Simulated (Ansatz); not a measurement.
## Molecular dynamics of CS$_{2}$

Input file:

```yaml
accuracy: low
crystal:
  lattice:
    - [8.962809, 0.0, 0.0]
    - [0.0, 8.962809, 0.0]
    - [0.0, 0.0, 8.962809]
  atoms:
    - { symbol: S, position: [0.84301957, 0.66142776, 0.01468689] }
    - { symbol: C, position: [0.70659426, 0.74121467, 0.08796403] }
    - { symbol: S, position: [0.58765418, 0.84350348, 0.16470327] }
    - { symbol: S, position: [0.20280024, 0.19315809, 0.38345666] }
    - { symbol: C, position: [0.17966707, 0.30916849, 0.26531339] }
    - { symbol: S, position: [0.13614164, 0.43358264, 0.14213406] }
    - { symbol: S, position: [1.02804579, 0.59719822, 0.60720174] }
    - { symbol: C, position: [0.88596357, 0.56685716, 0.51858374] }
    - { symbol: S, position: [0.74431897, 0.53610943, 0.41519028] }
    - { symbol: S, position: [0.50390359, 1.01258933, 0.49113415] }
    - { symbol: C, position: [0.62126246, 0.96675957, 0.60885295] }
    - { symbol: S, position: [0.71633631, 0.87314701, 0.72085122] }
    - { symbol: S, position: [0.49628842, 0.36582011, 1.01087159] }
    - { symbol: C, position: [0.51534048, 0.47462269, 0.87744385] }
    - { symbol: S, position: [0.4852443, 0.57626324, 0.73644348] }
    - { symbol: S, position: [-0.11968134, 0.9031671, 0.35373522] }
    - { symbol: C, position: [0.02224326, 0.85183806, 0.29078996] }
    - { symbol: S, position: [0.17626266, 0.79205961, 0.22479749] }
    - { symbol: S, position: [0.23683186, -0.05095113, 0.85143248] }
    - { symbol: C, position: [0.19560559, 0.11294733, 0.8245197] }
    - { symbol: S, position: [0.1706181, 0.28228005, 0.79220711] }
    - { symbol: S, position: [0.81443471, 0.1401084, 1.05452994] }
    - { symbol: C, position: [0.79053972, 0.22004266, 0.89428304] }
    - { symbol: S, position: [0.77441772, 0.26219037, 0.73300788] }
basis:
  ecutwfc: 500.0
kpoints:
  mp_grid: { grid: [1, 1, 1] }
hamiltonian:
  xc: r2scan
  dispersion: d3bj
scf:
  occupations: { method: fermi_dirac, width: 0.02 }
  lower_state_search: "off"
md:
  timestep: 1
  n_steps: 60
  ensemble: nve
  temperature: 700.0
  initial_velocities: maxwell_boltzmann
  seed: 907204
```

Launched with:

```bash
$ ansatz run input.yaml --threads 2 --pin off --max-ram 5120MiB --backend cpu --events-out ev --progress --plain --runs-dir out
```

It goes on from the last frame of an earlier run, with new velocities.

Output, in part (step lines):

```
md step     0: t =     0.00 fs  T =   700.0 K  F+E_penalty+E_count = -16499.15342669 eV  E_kin = 2.081086 eV  conserved = -16497.07234070 eV  (11 SCF iters)
md step     1: t =     1.00 fs  T =   691.7 K  F+E_penalty+E_count = -16499.12780850 eV  E_kin = 2.056384 eV  conserved = -16497.07142410 eV  (9 SCF iters)
md step     2: t =     2.00 fs  T =   703.5 K  F+E_penalty+E_count = -16499.16367151 eV  E_kin = 2.091449 eV  conserved = -16497.07222222 eV  (9 SCF iters)
md step     3: t =     3.00 fs  T =   730.9 K  F+E_penalty+E_count = -16499.24768107 eV  E_kin = 2.173084 eV  conserved = -16497.07459696 eV  (9 SCF iters)
md step     4: t =     4.00 fs  T =   761.7 K  F+E_penalty+E_count = -16499.34218965 eV  E_kin = 2.264632 eV  conserved = -16497.07755784 eV  (9 SCF iters)
md step     5: t =     5.00 fs  T =   780.6 K  F+E_penalty+E_count = -16499.40041482 eV  E_kin = 2.320633 eV  conserved = -16497.07978210 eV  (6 SCF iters)
md step     6: t =     6.00 fs  T =   775.8 K  F+E_penalty+E_count = -16499.38675730 eV  E_kin = 2.306458 eV  conserved = -16497.08029918 eV  (4 SCF iters)
md step     7: t =     7.00 fs  T =   744.5 K  F+E_penalty+E_count = -16499.29211126 eV  E_kin = 2.213265 eV  conserved = -16497.07884655 eV  (4 SCF iters)
[... lines left out ...]
md step    57: t =    57.00 fs  T =   655.2 K  F+E_penalty+E_count = -16499.02233238 eV  E_kin = 1.947920 eV  conserved = -16497.07441263 eV  (4 SCF iters)
md step    58: t =    58.00 fs  T =   704.1 K  F+E_penalty+E_count = -16499.17074766 eV  E_kin = 2.093396 eV  conserved = -16497.07735117 eV  (4 SCF iters)
md step    59: t =    59.00 fs  T =   740.8 K  F+E_penalty+E_count = -16499.28176739 eV  E_kin = 2.202406 eV  conserved = -16497.07936112 eV  (4 SCF iters)
```

The steps, from the saved trajectory:

```json
{"time (fs)": "0.0", "T (K)": "700", "potential energy less start (eV)": "0.000", "conserved less start (meV/atom)": "0.00"}
{"time (fs)": "2.0", "T (K)": "703", "potential energy less start (eV)": "-0.010", "conserved less start (meV/atom)": "0.00"}
{"time (fs)": "4.0", "T (K)": "762", "potential energy less start (eV)": "-0.189", "conserved less start (meV/atom)": "-0.22"}
{"time (fs)": "6.0", "T (K)": "776", "potential energy less start (eV)": "-0.233", "conserved less start (meV/atom)": "-0.33"}
{"time (fs)": "8.0", "T (K)": "694", "potential energy less start (eV)": "0.015", "conserved less start (meV/atom)": "-0.15"}
{"time (fs)": "10.0", "T (K)": "597", "potential energy less start (eV)": "0.309", "conserved less start (meV/atom)": "0.11"}
{"time (fs)": "12.0", "T (K)": "600", "potential energy less start (eV)": "0.299", "conserved less start (meV/atom)": "0.10"}
{"time (fs)": "14.0", "T (K)": "698", "potential energy less start (eV)": "0.001", "conserved less start (meV/atom)": "-0.16"}
{"time (fs)": "16.0", "T (K)": "774", "potential energy less start (eV)": "-0.229", "conserved less start (meV/atom)": "-0.32"}
{"time (fs)": "18.0", "T (K)": "749", "potential energy less start (eV)": "-0.152", "conserved less start (meV/atom)": "-0.23"}
{"time (fs)": "20.0", "T (K)": "663", "potential energy less start (eV)": "0.111", "conserved less start (meV/atom)": "0.00"}
{"time (fs)": "22.0", "T (K)": "623", "potential energy less start (eV)": "0.230", "conserved less start (meV/atom)": "0.12"}
{"time (fs)": "24.0", "T (K)": "684", "potential energy less start (eV)": "0.046", "conserved less start (meV/atom)": "-0.03"}
{"time (fs)": "26.0", "T (K)": "776", "potential energy less start (eV)": "-0.234", "conserved less start (meV/atom)": "-0.28"}
{"time (fs)": "28.0", "T (K)": "790", "potential energy less start (eV)": "-0.274", "conserved less start (meV/atom)": "-0.32"}
{"time (fs)": "30.0", "T (K)": "704", "potential energy less start (eV)": "-0.015", "conserved less start (meV/atom)": "-0.13"}
{"time (fs)": "32.0", "T (K)": "614", "potential energy less start (eV)": "0.259", "conserved less start (meV/atom)": "0.08"}
{"time (fs)": "34.0", "T (K)": "616", "potential energy less start (eV)": "0.252", "conserved less start (meV/atom)": "0.06"}
{"time (fs)": "36.0", "T (K)": "698", "potential energy less start (eV)": "0.001", "conserved less start (meV/atom)": "-0.16"}
{"time (fs)": "38.0", "T (K)": "764", "potential energy less start (eV)": "-0.197", "conserved less start (meV/atom)": "-0.29"}
{"time (fs)": "40.0", "T (K)": "750", "potential energy less start (eV)": "-0.154", "conserved less start (meV/atom)": "-0.21"}
{"time (fs)": "42.0", "T (K)": "694", "potential energy less start (eV)": "0.016", "conserved less start (meV/atom)": "-0.04"}
{"time (fs)": "44.0", "T (K)": "677", "potential energy less start (eV)": "0.069", "conserved less start (meV/atom)": "0.02"}
{"time (fs)": "46.0", "T (K)": "726", "potential energy less start (eV)": "-0.080", "conserved less start (meV/atom)": "-0.11"}
{"time (fs)": "48.0", "T (K)": "780", "potential energy less start (eV)": "-0.245", "conserved less start (meV/atom)": "-0.29"}
{"time (fs)": "50.0", "T (K)": "756", "potential energy less start (eV)": "-0.173", "conserved less start (meV/atom)": "-0.28"}
{"time (fs)": "52.0", "T (K)": "657", "potential energy less start (eV)": "0.125", "conserved less start (meV/atom)": "-0.06"}
{"time (fs)": "54.0", "T (K)": "582", "potential energy less start (eV)": "0.355", "conserved less start (meV/atom)": "0.12"}
{"time (fs)": "56.0", "T (K)": "609", "potential energy less start (eV)": "0.270", "conserved less start (meV/atom)": "0.03"}
{"time (fs)": "58.0", "T (K)": "704", "potential energy less start (eV)": "-0.017", "conserved less start (meV/atom)": "-0.21"}
{"time (fs)": "60.0", "T (K)": "754", "potential energy less start (eV)": "-0.169", "conserved less start (meV/atom)": "-0.31"}
```

The run went to its last step. The conserved energy stayed within 0.34 meV per atom of its start (net change -0.31 meV per atom), so the integration is sound. A run of 0.06 ps of so small a system gives no equilibrium averages. Limits of this set-up: coarse k mesh, low accuracy level.

Mean squared displacements from the first frame to the last, about the centre of mass: S 0.12 Å², C 0.08 Å².

Last frame:

```xyz
24
Lattice="8.9628 0.0000 0.0000 0.0000 8.9628 0.0000 0.0000 0.0000 8.9628" Properties=species:S:1:pos:R:3
S 7.541 5.843 0.265
C 6.269 6.583 0.674
S 5.007 7.463 0.897
S 1.814 1.709 3.544
C 1.615 2.669 2.282
S 1.298 3.877 1.284
S 9.113 5.489 5.606
C 8.005 4.917 4.643
S 6.575 4.625 3.966
S 4.779 8.977 4.538
C 5.709 8.353 5.556
S 6.731 7.741 6.548
S 4.402 3.627 9.290
C 4.147 4.292 7.911
S 4.135 5.239 6.607
S -1.057 8.579 3.002
C 0.059 7.706 2.339
S 1.370 7.126 1.784
S 1.881 -0.746 7.801
C 1.882 0.742 7.343
S 1.873 2.239 6.976
S 7.443 1.415 9.432
C 7.311 1.994 7.966
S 7.016 2.569 6.568
```

Time of the run: 13 min on 2 threads of Arm Neoverse V1, with other jobs on the host, peak memory 1.3 GiB.
